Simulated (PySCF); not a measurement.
**Question.** What does the PBE0-D3(BJ)/def2-SVP structure of `O(c1ccccc1)[SiH2]O[SiH3]` look like in three dimensions?

**Answer.** 
```
atom  x, y, z in Å
Si1    2.9679    0.1044   -0.1131
O2     2.0376    1.4380    0.2527
Si3    0.5065    1.8277    0.6949
O4    -0.4028    0.4688    0.3366
C5    -1.7228    0.2241    0.4943
C6    -2.2075   -1.0262    0.0972
C7    -3.5584   -1.3241    0.2402
C8    -4.4405   -0.3852    0.7775
C9    -3.9546    0.8592    1.1720
C10   -2.6025    1.1689    1.0336
H11    4.3532    0.5849   -0.3727
H12    2.4403   -0.5833   -1.3269
H13    2.9753   -0.8518    1.0335
H14    0.4361    2.1083    2.1554
H15    0.0343    2.9932   -0.0987
H16   -1.5035   -1.7477   -0.3215
H17   -3.9271   -2.3039   -0.0730
H18   -5.5003   -0.6235    0.8878
H19   -4.6327    1.6045    1.5946
H20   -2.2331    2.1494    1.3473
```

Orientation and origin are arbitrary. Atoms count from 1 in this order. The 6-membered ring C5–C6–C7–C8–C9–C10 has internal angles of 119.3° to 120.6° (sum 720°, against 720° for a flat polygon); it is planar, 0.00 Å rms from its mean plane, widest ring torsion 0°. Of the pairs four or more bonds apart, Si3···H20 is among the closest relative to their van der Waals radii: 2.83 Å, 86 % of the sum of Bondi's values. Si3 (oxygen-bound silicon) is distorted tetrahedral (angles from 104.9° to 111.1°). The O–Si distances run from 1.641 Å (O2–Si3, drawn single) to 1.674 Å (Si3–O4, drawn single), a spread of 0.033 Å.

Bonds between heavy atoms (Å): Si1–O2 1.667, O2–Si3 1.641, Si3–O4 1.674, O4–C5 1.352, C5–C6 1.398, C6–C7 1.391, C7–C8 1.396, C8–C9 1.393, C9–C10 1.394, C5–C10 1.399.

Theory: PBE0-D3(BJ)/def2-SVP geometry optimisation, gas phase (PySCF).

Point group: C1 (no symmetry element, even within 0.4 Å). Whether it is a minimum is left open (no frequencies). The numbers are those of one conformer (Si1–O2–Si3–O4 -17°, O2–Si3–O4–C5 180°, Si3–O4–C5–C6 180°).
